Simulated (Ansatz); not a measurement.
C₂H₇FSi₂ (`FC[SiH]1C[SiH2]1`), relaxed with RKS PBE0-D4/def2-TZVP in Ansatz from a PBE-D4/def2-SVP geometry. The force threshold is 0.005 eV/Å; the program also tests the step.

The species carries charge 0 and has multiplicity 1.

Start:

```xyz
12

F     0.490   -0.949   -2.470
C     0.663    0.097   -1.560
Si   -0.700   -0.020   -0.237
C    -0.315   -0.870    1.351
Si   -0.115    0.999    2.008
H     0.629    1.070   -2.103
H     1.661    0.019   -1.070
H    -2.075   -0.137   -0.821
H    -1.148   -1.424    1.822
H     0.618   -1.462    1.355
H     1.207    1.213    1.220
H    -0.915    1.464    0.506
```

How much energy does the relaxation release, and in how many steps? (Estimate.)

Computed: 0.06 eV, in 10 steps, 1 of them rejected.

Which bonds change most? (An estimate is asked.)

Ansatz gave: Si3–H12 from 1.674 to 1.628 Å; C4–Si5 from 1.991 to 1.960 Å; Si3–Si5 from 2.534 to 2.505 Å; Si5–H11 from 1.553 to 1.532 Å.

Give the relaxed structure. (Estimate.)

Ansatz gave: 
```xyz
12

F     0.501   -0.935   -2.457
C     0.651    0.102   -1.542
Si   -0.698   -0.016   -0.227
C    -0.317   -0.860    1.344
Si   -0.123    0.978    2.000
H     0.604    1.050   -2.087
H     1.639    0.023   -1.078
H    -2.055   -0.140   -0.807
H    -1.131   -1.409    1.810
H     0.608   -1.434    1.342
H     1.190    1.189    1.240
H    -0.868    1.451    0.461
```
